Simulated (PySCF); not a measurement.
GeHBr, SMILES [GeH][Br] (connectivity only; charge and spin as stated), neutral, multiplicity 1.

Geometry optimised at PBE0-D3(BJ)/def2-TZVP.

Vertical ionisation energy (IE) and electron affinity (EA) in eV. Rows of orbital energies are one-electron estimates. Where ΔSCF, EOM or ADC give a negative EA the extra electron is unbound and the value depends on the basis.

| level | IE | EA |
|---|---|---|
| −ε(HOMO), −ε(LUMO), HF/def2-TZVPD (PySCF) | 9.51 | 0.15 |
| −ε(HOMO), −ε(LUMO), CAM-B3LYP/def2-TZVPD (PySCF) | 8.39 | 2.16 |
| ADC(2)/aug-cc-pVDZ (PySCF) | ? | ? |

**Question.** Some entries are withheld; supply them. (Estimate from the structure and the level; the computed values follow.)

**Answer.** 
- ADC(2)/aug-cc-pVDZ (PySCF), IE: 9.01
- ADC(2)/aug-cc-pVDZ (PySCF), EA: 1.29

**Question.** Beyond the first one, list the lowest photoelectron lines from ADC(2)/aug-cc-pVDZ in PySCF with their pole strengths (two spins summed). (The exact figures need the calculation; the answer reports its results.)

**Answer.** 10.60 eV (1.80), 10.61 eV (1.80), 11.98 eV (1.81), 16.79 eV (1.71).
